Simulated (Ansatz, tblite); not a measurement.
Cost and result up the ladder for GeH(OAc)3 (C6H10GeO6) (23 atoms). Charge 0, multiplicity 1. Geometry: PBE-D4/def2-SVP.

```xyz
23

Ge    0.2341    0.0160   -0.6056
H     0.7815    0.0548   -2.0280
O    -1.0759    1.2369   -0.1333
C    -0.6201    2.4675   -0.4192
C    -1.6003    3.5658   -0.1066
O     0.5000    2.6287   -0.8961
H    -1.1462    4.5497   -0.3141
H    -1.9121    3.5004    0.9543
H    -2.5137    3.4316   -0.7198
O     1.4128    0.2840    0.7975
C     2.4208   -0.5940    0.6672
C     3.4732   -0.4733    1.7363
O     2.4382   -1.3992   -0.2597
H     4.2472   -1.2469    1.5954
H     3.0057   -0.5732    2.7356
H     3.9303    0.5354    1.6938
O    -0.5815   -1.5400   -0.0190
C    -1.5510   -1.8552   -0.8933
C    -2.2894   -3.1213   -0.5514
O    -1.7722   -1.1453   -1.8705
H    -3.1074   -3.2894   -1.2724
H    -2.6897   -3.0565    0.4794
H    -1.5846   -3.9765   -0.5703
```

Ansatz on 2 threads of AMD EPYC 7R13 on a shared host and a share (18 GiB) of an NVIDIA H100 80GB HBM3; xTB runs through tblite on one thread. Times are rough, summed over both states, and most runs start from the orbitals of an earlier one. PBE-QIDH/def2-TZVP serves as the yardstick here, not as an exact answer. The other state is a doublet.

The xTB rows come from tblite. Correlated methods freeze 21 core orbitals; core or outer-core shells of Ge are correlated, in sets that lack core-valence functions. Single mean-field runs in def2-TZVP are fitted with def2-universal-jkfit. HOMO above LUMO, or a gap near zero within one spin, warns that the state may not be the lowest or that an electron is smeared out.

Correlated methods converge slowly with the basis.

Raw xTB energies of ions are shifted by several eV.

| level | functions | wall time | vertical IE (eV) | difference from PBE-QIDH/def2-TZVP (eV) | remarks |
| --- | --- | --- | --- | --- | --- |
| GFN2-xTB | 67 | 0.055 s | 14.09 | 3.48 | – |
| GFN1-xTB | 77 | 0.076 s | 14.98 | 4.36 | – |
| PBE-D4/def2-TZVP (with forces) | 480 | 9.3 s | 8.99 | -1.62 | gap within one spin near zero (+1 doublet) |
| PBE0-D4/def2-TZVP (with forces) | 480 | 9.9 s | 9.82 | -0.79 | – |
| PBE-QIDH/def2-TZVP | 480 | 13 s | 10.61 | 0.00 | – |
